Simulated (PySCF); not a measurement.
**Correlation energy of Mn⁺ (manganese, charge +1)**

[Ar] 3d5 4s1, high-spin 7S determinant. Calculation: PySCF 2.14, in cc-pVTZ-DK (7s6p4d2f1g, 68 functions); the spin-free X2C one-electron Hamiltonian (Gaussian nucleus). Frozen: [Ar]; 6 electrons correlated.

MP2 pair energies summed by pair of shells (mhartree):

```json
{"pair": "3d-3d", "energy": "-71.46", "share (%)": "83.6"}
{"pair": "3d-4s", "energy": "-14.01", "share (%)": "16.4"}
```

Total MP2 correlation energy: -85.47 mhartree.

Same-spin part -85.47 and opposite-spin part 0.00 mhartree; SCS-MP2 scales them by 1/3 and 6/5 to -28.49 mhartree.
